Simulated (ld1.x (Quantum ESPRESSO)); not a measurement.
**An all-electron radial function and its pseudo partner (zinc)**

Columns: radius, all-electron u(r) and pseudo u(r) of the 3p shell (level -85.54 eV) of zinc in the configuration [Ne] 3s2 3p6 3d10 4s1.75 4p0; LDA (PZ), scalar-relativistic, TM scheme, ld1.x (Quantum ESPRESSO) 7.5.

| r (bohr) | all-electron | pseudo |
| --- | --- | --- |
| 0.075 | 0.5477 | -0.0529 |
| 0.150 | 0.6185 | -0.2024 |
| 0.225 | 0.1810 | -0.4227 |
| 0.300 | -0.3644 | -0.6757 |
| 0.375 | -0.8096 | -0.9180 |
| 0.450 | -1.0972 | -1.1108 |
| 0.525 | -1.2401 | -1.2285 |
| 0.600 | -1.2741 | -1.2652 |
| 0.675 | -1.2356 | -1.2328 |
| 0.750 | -1.1540 | -1.1537 |
| 0.825 | -1.0502 | -1.0502 |
| 0.900 | -0.9382 | -0.9382 |
| 0.975 | -0.8269 | -0.8269 |
| 1.050 | -0.7214 | -0.7214 |
| 1.125 | -0.6244 | -0.6244 |
| 1.200 | -0.5371 | -0.5371 |
| 1.275 | -0.4598 | -0.4598 |
| 1.350 | -0.3920 | -0.3920 |
| 1.425 | -0.3331 | -0.3331 |
| 1.500 | -0.2823 | -0.2823 |
| 1.575 | -0.2387 | -0.2387 |
| 1.650 | -0.2015 | -0.2015 |
| 1.725 | -0.1698 | -0.1698 |
| 1.800 | -0.1429 | -0.1429 |
| 1.875 | -0.1201 | -0.1201 |
| 1.950 | -0.1008 | -0.1008 |

(1) How many radial nodes do the two functions have?

(2) At about which radius was the pseudo-wave matched?

(3) Is the pseudo-wave norm-conserving?

## Answers

(1) The all-electron 3p function has n − l − 1 = 1; the pseudo-wave has 0, since the states of the same l below it are removed with the core.

(2) 0.85 bohr. The columns agree to 0.0005 from 0.75 bohr on; several derivatives are matched, so the curves merge somewhat inside the radius.

(3) Yes: the TM scheme keeps the norm inside the radius equal to the all-electron one, which fixes the energy derivative of the logarithmic derivative at the level.
